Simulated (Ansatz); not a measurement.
Caution, from a PySCF single point (PBE0-D3(BJ)/def2-TZVPD) at this geometry: the highest occupied level lies above zero, so the state may not be bound. This triplet is an excited state, 1.18 eV above the relaxed singlet at the level frozen-core CCSD(T)/aug-cc-pVTZ // PBE0-D3(BJ)/def2-TZVPD (Ansatz, an electronic-structure program).

Species: H3BN, SMILES `[BH-]N` (excited triplet) (charge -1, multiplicity 3).

Give a relaxed geometry from PBE0-D3(BJ)/def2-TZVPD in Ansatz.

One answer among several that fit: the end point of this relaxation, one of several conformers (outside a Z-matrix the atoms follow the SMILES, hydrogens last).
Z-matrix (Å, degrees):
```
N
H 1 1.0150
H 1 1.0150 2 109.63
B 1 1.4717 2 118.90 3 141.53
H 4 1.2165 1 130.53 2 -69.00
```
